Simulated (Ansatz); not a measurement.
Reaction (ligand exchange at the Si–C bond): `O/C([SiH3])=C/[SiH3]` + `[CH3][Al]([OH])[SiH3]` → `[CH3][Al]([SiH3])[O][SiH3]` + `O/C=C/[SiH3]`

Program: Ansatz. Geometries: PBE0-D4/def2-TZVP. ΔE: electronic, gas phase. CCSD(T)/CBS is the MP2 limit (def2-TZVPP, def2-QZVPP) plus CCSD(T) − MP2 in def2-TZVPP, frozen cores. Double bonds are as drawn, so ΔE can hold a change between cis and trans. One conformer a species, not always the lowest.

`O/C([SiH3])=C/[SiH3]`:

Cartesian coordinates in Å:
```
O 1.546 1.261 -1.278
C 0.636 0.566 -0.545
Si -0.905 1.599 -0.219
C 0.829 -0.690 -0.120
Si -0.340 -1.729 0.882
H 2.324 0.709 -1.430
H -1.852 0.784 0.581
H -0.532 2.826 0.529
H -1.530 1.981 -1.510
H 1.778 -1.164 -0.388
H -0.641 -1.131 2.210
H 0.320 -3.044 1.102
H -1.632 -1.968 0.185
```

`[CH3][Al]([OH])[SiH3]`:

Cartesian coordinates in Å:
```
C -0.398 -1.711 1.015
Al -0.544 -0.159 -0.145
O -2.011 0.043 -0.985
Si 1.242 1.504 -0.467
H -1.316 -2.303 1.012
H -0.186 -1.414 2.047
H 0.427 -2.360 0.702
H -2.173 0.776 -1.577
H 1.648 2.131 0.825
H 2.471 0.883 -1.042
H 0.841 2.610 -1.384
```

`[CH3][Al]([SiH3])[O][SiH3]`:

Z-matrix (Å, degrees):
```
C
Al 1 1.943
H 1 1.095 2 110.6
H 1 1.092 2 112.2 3 -120.5
H 1 1.095 2 111.2 3 118.0
Si 2 2.455 1 125.6 3 -66.6
O 2 1.692 1 118.8 3 113.4
H 6 1.493 2 110.8 1 -111.2
H 6 1.492 2 111.4 1 129.8
H 6 1.491 2 112.7 1 8.9
Si 7 1.624 2 160.4 1 179.3
H 11 1.487 7 110.0 2 -122.9
H 11 1.487 7 110.0 2 117.3
H 11 1.489 7 111.0 2 -2.8
```

`O/C=C/[SiH3]`:

Z-matrix (Å, degrees):
```
Si
C 1 1.844
H 1 1.489 2 111.7
H 1 1.489 2 111.7 3 -119.9
H 1 1.488 2 108.5 3 120.1
C 2 1.334 1 121.6 3 -120.1
H 2 1.090 1 120.0 3 59.9
O 6 1.345 2 127.2 1 180.0
H 6 1.086 2 122.5 1 0.0
H 8 0.964 6 109.2 2 0.0
```

```json
{"species": "`O/C([SiH3])=C/[SiH3]`", "MP2/CBS(def2) energy (Eh)": "-734.12006"}
{"species": "`[CH3][Al]([OH])[SiH3]`", "MP2/CBS(def2) energy (Eh)": "-648.52120"}
{"species": "`[CH3][Al]([SiH3])[O][SiH3]`", "MP2/CBS(def2) energy (Eh)": "-938.81908"}
{"species": "`O/C=C/[SiH3]`", "MP2/CBS(def2) energy (Eh)": "-443.87012"}
```

**Question.** Work out ΔE.

**Answer.** ΔE = (-938.81908) + (-443.87012) − (-734.12006) − (-648.52120) = -0.04794 Eh = -125.9 kJ/mol. CCSD(T)/CBS gives -124.5 kJ/mol.

Largest T1 diagnostic among the species: 0.013.

Leaving LDA and LC-ωPBE aside and taking each functional with its dispersion term where it has one, the values, not all of them listed here, spread over 32.1 kJ/mol, from BHLYP-D4 to revPBE-D4. LDA lies +5.1 kJ/mol from PBE without D4. From BLYP to BHLYP (50 % exact exchange), in def2-TZVPP and without D4, ΔE moves by −16.8 kJ/mol.
